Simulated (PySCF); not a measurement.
# What a mistake does to a calculation on BH5Si2

Calculated results; nothing here was measured. They come from PySCF 2.14.0, an open-source quantum chemistry program, on an isolated molecule that a program drew, which may never have been made. The molecule is BH5Si2 (charge 0, singlet), drawn as the SMILES string `[SiH]B[SiH3]`.

Each row is a Hartree-Fock (HF) and frozen-core CCSD(T) single point in the cc-pV(D+d)Z basis, meant for a local HF minimum. Run 1 is clean. Each other run has one planted mistake out of seven kinds, and not every kind appears here: one electron removed, one electron added, multiplicity raised by two, geometry at a saddle point, minimal basis STO-3G, one bond length entered in bohr, all coordinates scaled. The reference is restricted for singlets and unrestricted otherwise, and also for a bond in bohr. Adding or removing an electron swaps singlet and doublet. Electrons count all cores. HOMO and LUMO are orbital energies over both spins, the gradient is its largest component, and the lowest frequency (negative if imaginary) is given only where the gradient is small. Bond lengths are over the 7 bonds as drawn. T1 is the CCSD diagnostic: over 0.02 (restricted) or 0.045 (unrestricted) a single reference is doubtful.

Geometry of the clean run:
```xyz
8
BH5Si2, angstrom
Si    2.0920   -0.5552    1.9252
B     0.3184   -0.4107    2.8300
Si   -1.4325    0.0275    1.8654
H     1.8410   -2.0374    1.6901
H     0.2327   -0.5639    4.0222
H    -1.2887    0.1051    0.3891
H    -1.9321    1.3429    2.3429
H    -2.4490   -1.0100    2.1721
```

```
run  electrons  basis functions  <S^2>  HOMO (eV)  LUMO (eV)  gradient (hartree/bohr)  lowest frequency (cm^-1)  mean bond (Å)  longest bond (Å)      T1  HF (hartree)  CCSD(T) (hartree)               mistake
  1         38               85  0.000      -8.77       0.52                  1.6e-05                        83         1.6036             2.047  0.0196    -605.36934         -605.70798              no fault
  2         37               85  0.785     -16.33      -6.71                  2.2e-02                         -         1.6036             2.047  0.0271    -605.08626         -605.39462  one electron removed
  3         38               28  0.000      -5.91       6.00                  3.2e-02                         -         1.6036             2.047  0.0153    -598.38307         -598.53802  minimal basis STO-3G
  4         38               85  1.140      -8.88       0.34                  9.4e-03                         -         1.7923             2.805  0.0772    -605.26367         -605.58945                     ?
```

**Which mistake was planted in run 4, and what did it cost?**

The mean bond changes by a factor of 1.118 and the longest by 1.370, so the molecule wasn't scaled as a whole. A length L in bohr read as angstrom grows by (1/0.5292 - 1) L = 0.890 L. The 7 bonds together grew by 7 x 0.1887 = 1.321 Å, which gives L = 1.485 Å. That is the length of one of the H-Si bonds, 1.485 Å in the clean geometry. So the mistake is: one bond length entered in bohr. Subtracting run 1 and multiplying by 627.51 kcal/mol a hartree, the energy moved by 66.3 kcal/mol in HF and 74.4 kcal/mol in CCSD(T).

Cautions from the logs. Run 4: T1 is over the limit, so its CCSD(T) energy is less reliable.
